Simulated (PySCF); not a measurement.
H7N3OSn, SMILES [NH2][Sn]([NH2])([NH2])[OH]. Atoms are numbered in the order given.

```xyz
12

N     -1.2315    -1.5051    -0.5800
Sn     0.0086    -0.0017    -0.0078
N      1.9745    -0.4623     0.1544
N     -0.2900     1.4701    -1.3785
O     -0.4645     0.4447     1.8706
H     -0.8994    -2.4150    -0.2641
H     -1.3208    -1.5544    -1.5939
H      2.5501    -0.0120    -0.5543
H      2.3413    -0.2110     1.0709
H     -1.2773     1.6264    -1.5761
H      0.1040     2.3626    -1.0858
H     -1.3818     0.2127     2.0566
```

Coordinates come from a PBE0-D3(BJ)/def2-SVP optimisation. The def2 effective core potentials stand for the cores of Sn; spin–orbit coupling is left out. The values are those of a single conformer.

Calculation: M06-2X/def2-TZVP (PySCF).

```
Quantity                                                                                                       Result
---------------------------------------------------------------------------------------------  ----------------------
total energy                                                                                       -457.98875 hartree
highest occupied level                                                                                       -8.92 eV
lowest empty level                                                                                            0.14 eV
orbital gap                                                                                                   9.06 eV
dipole moment                                                                                                  1.26 D
quadrupole, principal values (traceless, Buckingham form, about the centre of nuclear charge)   -6.46, 1.45, 5.01 D·Å
mean static polarisability                                                                       62.1 bohr³ (9.20 Å³)
polarisability, principal values                                                               58.0, 63.3, 65.0 bohr³
```
